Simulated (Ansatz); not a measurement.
Stepwise reaction of `F[SiH2][NH][GeH3]` with water, as a gas-phase model of exchange steps in deposition or etching. ΔE in kJ/mol.

Calculated with Ansatz (gas phase, PBE0-D4/def2-TZVP geometries, no zero-point term in ΔE). CCSD(T)/CBS adds triple-zeta CCSD(T) − MP2 to the extrapolated MP2 energy (def2 sets, frozen cores). This one scheme is used for every species. DFT in def2-TZVPP. B3LYP here is the variant with VWN-RPA as its local correlation; programs differ in this. For Ge outer-core shells are correlated without core-valence functions, which leaves a few kJ/mol of doubt a bond. Scalar relativity is left out up to krypton. Each species was taken in one conformer, which may not be the lowest.

```
step                                                reaction  PBE-D4  B3LYP-D4  ωB97M-V  CCSD(T)/CBS
   1  `F[SiH2][NH][GeH3]` + H₂O → `O[SiH](F)[NH][GeH3]` + H₂   -90.1     -96.9    -97.8        -94.4
```

**Question.** Give the row of step 2, `O[SiH](F)[NH][GeH3]` + H₂O → `[OH][GeH2][NH][SiH](O)F` + H₂. (An estimate is asked.)

**Answer.** Ansatz gave: 
```json
{"step": "2", "reaction": "`O[SiH](F)[NH][GeH3]` + H₂O → `[OH][GeH2][NH][SiH](O)F` + H₂", "PBE-D4": "-30.2", "B3LYP-D4": "-31.7", "ωB97M-V": "-31.1", "CCSD(T)/CBS": "-28.7"}
```

**Question.** By hand: ΔE of the 2 steps together at CCSD(T)/CBS.

**Answer.** (-94.4) + (-28.7) = -123.1 kJ/mol, or -61.6 kJ/mol a step.

In ΔE each step is higher than the one before. All are downhill at CCSD(T)/CBS. PBE-D4 differs from CCSD(T)/CBS by -1.5 to 4.3 kJ/mol a step. Only this route is followed, and other bonds may react first. Isolated molecules leave out the surface, adducts and barriers. Largest T1 diagnostic: 0.012.
